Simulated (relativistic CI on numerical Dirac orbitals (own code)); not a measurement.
# Ni³⁺: resonant inelastic scattering at the L2,3 edge

Computed with this model: Dirac-Coulomb-Breit CI, KLI orbitals optimised for each configuration, model QED (radiative potential, 1s self-energy scaled to tabulated hydrogen-like ionisation energies), valence Slater integrals scaled by 0.8, Kramers-Heisenberg scattering through one core-hole configuration in a parametric crystal field; configurations [Ar] 3d7 → [He] 2s2 2p5 3s2 3p6 3d8; 80 K; core-hole width 0.4 eV; summed over polarisations. Incident energies are the highest absorption maxima for each field (at most a few, so the weaker spin-orbit partner edge can be absent), on the computed scale of the free ion. Intensities are in per cent of the strongest line above 0.02 eV; levels within 1 cm⁻¹ are merged; final levels count from the ground level, the first row holds all elastic scattering, lines under 0.4 are left out and each table stops after 24 rows. The scale of the Slater integrals is a model choice and moves the terms in proportion.

Field parameters in Wybourne normalisation: D4h B²₀ = −7Ds, B⁴₀ = 21(Dq − Dt), B⁴₄ = 21√(5/14) Dq. The field is a parameter set, without covalency.

S is read from ⟨S²⟩ = S(S + 1).

D4h, 10Dq = 23250, Ds = -1500, Dt = 190 cm⁻¹:

```csv
Final level (eV),Degeneracy,Irrep,S,856.1 eV,857.6 eV,859.2 eV
0.000,2,Γ7,0.65,85.1,225.6,199.2
0.208,2,Γ6,1.49,12.2,13.7,14.0
0.256,2,Γ6,1.50,9.5,5.4,21.6
0.307,2,Γ7,1.49,6.7,8.3,7.9
0.377,2,Γ7,1.43,6.3,6.6,12.4
0.597,2,Γ6,0.68,38.9,9.0,100.0
0.878,2,Γ7,1.50,14.3,6.2,10.4
0.914,2,Γ6,1.41,6.1,1.6,9.8
2.465,2,Γ7,0.52,12.0,26.7,62.9
2.474,2,Γ6,0.56,14.1,15.6,57.6
2.721,2,Γ7,0.70,5.5,43.2,12.7
2.758,2,Γ6,0.88,16.3,2.6,14.4
2.807,2,Γ7,0.99,9.1,2.2,27.4
2.871,2,Γ7,1.26,1.0,11.2,11.8
2.881,2,Γ6,1.35,2.8,9.7,8.1
2.991,2,Γ6,1.47,1.2,9.2,11.2
3.055,2,Γ6,1.37,9.7,4.5,3.2
3.069,2,Γ7,1.42,3.6,4.3,5.2
3.089,2,Γ7,1.38,3.2,3.0,3.2
3.212,2,Γ6,0.57,14.5,9.7,37.6
3.354,2,Γ7,0.53,15.2,16.3,16.5
3.415,2,Γ6,0.52,14.5,2.3,6.8
3.958,2,Γ6,0.51,10.0,8.5,7.3
4.157,2,Γ6,1.49,1.1,1.2,6.1
```

D4h, 10Dq = 23250, Ds = -860, Dt = 190 cm⁻¹:

| Final level (eV) | Degeneracy | Irrep | S | 856 eV | 857.6 eV | 859.1 eV |
| --- | --- | --- | --- | --- | --- | --- |
| 0.000 | 2 | Γ7 | 0.73 | 79.3 | 167.5 | 162.3 |
| 0.132 | 2 | Γ6 | 1.45 | 16.6 | 10.3 | 19.6 |
| 0.187 | 2 | Γ6 | 1.50 | 9.1 | 5.8 | 19.9 |
| 0.237 | 2 | Γ7 | 1.49 | 6.7 | 8.4 | 10.5 |
| 0.317 | 4 | Γ6+Γ7 | 1.09 | 38.0 | 16.6 | 100.0 |
| 0.612 | 2 | Γ7 | 1.50 | 13.1 | 6.0 | 10.6 |
| 0.649 | 2 | Γ6 | 1.42 | 6.1 | 2.0 | 8.4 |
| 2.435 | 2 | Γ7 | 0.53 | 13.8 | 15.9 | 56.1 |
| 2.438 | 2 | Γ6 | 0.61 | 12.3 | 14.1 | 47.2 |
| 2.610 | 2 | Γ6 | 0.82 | 16.3 | 1.5 | 13.6 |
| 2.629 | 2 | Γ7 | 0.89 | 7.7 | 16.8 | 9.9 |
| 2.703 | 2 | Γ7 | 0.94 | 3.8 | 20.1 | 22.5 |
| 2.739 | 2 | Γ7 | 1.18 | 0.7 | 6.8 | 16.7 |
| 2.748 | 2 | Γ6 | 1.34 | 3.9 | 9.0 | 8.9 |
| 2.853 | 2 | Γ6 | 1.22 | 1.1 | 11.4 | 21.3 |
| 2.926 | 2 | Γ6 | 1.24 | 5.0 | 3.1 | 10.3 |
| 2.947 | 2 | Γ7 | 1.43 | 3.0 | 5.6 | 3.6 |
| 2.948 | 2 | Γ6 | 1.12 | 16.6 | 7.0 | 12.9 |
| 2.981 | 2 | Γ7 | 1.35 | 2.0 | 2.6 | 2.7 |
| 3.323 | 2 | Γ7 | 0.52 | 17.2 | 16.1 | 10.8 |
| 3.380 | 2 | Γ6 | 0.51 | 16.5 | 1.2 | 4.1 |
| 3.717 | 2 | Γ6 | 0.51 | 9.9 | 5.4 | 5.3 |
| 4.301 | 2 | Γ6 | 1.49 | 0.9 | 0.7 | 3.5 |
| 4.308 | 2 | Γ7 | 1.49 | 1.1 | 2.9 | 2.0 |

D4h, 10Dq = 23250, Ds = -210, Dt = 190 cm⁻¹:

```csv
Final level (eV),Degeneracy,Irrep,S,857.6 eV,859 eV,859.3 eV
0.000,2,Γ6,0.84,225.8,262.0,194.1
0.001,2,Γ7,0.84,5.5,81.6,40.6
0.097,2,Γ6,1.37,10.5,43.9,51.0
0.122,2,Γ6,1.50,11.4,21.9,33.5
0.170,2,Γ7,1.48,12.7,27.0,23.9
0.269,2,Γ7,1.32,18.1,30.4,8.7
0.351,2,Γ7,1.49,14.8,13.9,18.8
0.391,2,Γ6,1.43,14.9,9.7,5.8
2.381,2,Γ7,0.54,8.4,94.1,55.1
2.385,2,Γ6,0.77,12.3,71.4,100.0
2.455,2,Γ6,0.62,21.7,17.7,18.9
2.475,2,Γ7,0.85,14.0,35.5,47.2
2.589,2,Γ6,0.94,18.6,46.2,36.2
2.600,2,Γ7,1.34,13.8,7.7,11.5
2.640,2,Γ6,1.09,17.8,11.5,16.1
2.645,2,Γ7,0.86,12.9,33.3,44.4
2.769,2,Γ6,1.45,30.3,8.6,13.5
2.805,2,Γ6,1.42,15.7,6.1,10.5
2.816,2,Γ7,1.45,5.9,4.5,5.5
2.874,2,Γ7,1.25,6.0,5.5,5.2
3.274,2,Γ7,0.52,13.6,13.4,13.5
3.314,2,Γ6,0.51,9.5,9.9,25.6
3.470,2,Γ6,0.51,7.0,8.2,24.3
4.455,2,Γ6,1.49,1.6,4.8,7.2
```

For the first field the strongest loss at the lowest incident energy is the level at 0.60 eV (S = 0.68, against 0.65 in the thermal ground state). Levels of other spin, the first over 8 % at 0.21 eV, appear because spin-orbit coupling of the core hole, and in heavier ions of the valence shell too, mixes spins.
